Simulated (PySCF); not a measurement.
Run record: geometry optimisation, [RuNF4]-, `[N]#[Ru-]([F])([F])([F])[F]`.

Computed with PBE0-D3(BJ)/def2-SVP geometry optimisation, gas phase, def2 core potentials past Kr (PySCF 2.14.0). Start geometry: GFN2-xTB. The input is one job of a driver script: a line of settings, then coordinates in Å.

Input:
```
{"job": {"xc": "PBE0", "basis": "def2-SVP", "d3": "d3bj", "grid": 1, "maxiter": 30, "shake": 0.03, "kind": "geom"}, "charge": -1, "multiplicity": 1}
Ru     0.062520    -0.075970     0.143620
N     -0.014540    -0.020470     1.761430
F      1.763340     0.005680    -0.504100
F      0.086330     1.833600    -0.477980
F     -1.832010    -0.032560    -0.503080
F     -0.002510    -1.806310    -0.489170
```

Output:
```
step   0  E = -548.31754820  max force = 0.082866
step   1  E = -548.33370195  max force = 0.027282
step   2  E = -548.33537365  max force = 0.003911
step   3  E = -548.33559258  max force = 0.002637
step   4  E = -548.33563919  max force = 0.001640
step   5  E = -548.33565273  max force = 0.000343
optimisation converged
```

Energies in Eh; «max force» is the largest Cartesian gradient component in Eh/bohr.

Problem. Give the first gradient maximum in eV/Å.

Solution. With 1 Eh/bohr = 51.422 eV/Å, 4.261 eV/Å.

Summary of the converged run: final energy -548.33565 Eh after 5 steps.

Problem. Estimate the wall time. Hardware: one thread, Arm Neoverse V2 (aarch64), shared host. And the peak memory of the process?

Solution. About 29 s, with 0.40 GiB resident at the peak, the Python interpreter and its libraries included.
Labels such as C1 count atoms from 1, the log's own numbers from 0.
